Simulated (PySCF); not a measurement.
HNSi, SMILES [SiH]#N.

The structure is a stationary point at B3LYP-D3(BJ)/def2-TZVPD.

These are TDDFT-M06-2X/def2-TZVPD (PySCF) values and carry that method's errors.

Vertical excitations; the highest root listed may be one member of a degenerate set. Gas-phase values at a fixed geometry. State labels are in the subgroup C2v.

```
state  symmetry  energy (eV)  λ (nm)      f                                              main pairs
-----  --------  -----------  ------  -----  ------------------------------------------------------
S1           A2         3.10     400  0.000                    HOMO−1→LUMO+2 50 %, HOMO→LUMO+1 50 %
S2           B1         3.51     354  0.028                            HOMO−1→LUMO (degenerate set)
S3           B2         3.51     354  0.028                              HOMO→LUMO (degenerate set)
S4           A2         3.82     325  0.000             HOMO→LUMO+1, HOMO−1→LUMO+2 (degenerate set)
S5           A1         3.82     324  0.000             HOMO→LUMO+2, HOMO−1→LUMO+1 (degenerate set)
S6           A1         4.66     266  0.000  HOMO−2→LUMO 60 %, HOMO−1→LUMO+1 19 %, HOMO→LUMO+2 19 %
S7           B2         4.96     250  0.014                          HOMO−2→LUMO+2 (degenerate set)
S8           B1         4.96     250  0.014                          HOMO−2→LUMO+1 (degenerate set)
S9           B2         6.99     177  0.056                            HOMO→LUMO+3 (degenerate set)
S10          B1         6.99     177  0.056                          HOMO−1→LUMO+3 (degenerate set)
T1           A1         2.54     487      0                    HOMO→LUMO+2 45 %, HOMO−1→LUMO+1 45 %
T2           B1         2.91     426      0                            HOMO−1→LUMO (degenerate set)
T3           B2         2.91     426      0                              HOMO→LUMO (degenerate set)
T4           A2         3.21     386      0                    HOMO−1→LUMO+2 48 %, HOMO→LUMO+1 48 %
```
Triplets are in the Tamm–Dancoff approximation, which puts them higher than full response would, so one can lie above its singlet here.
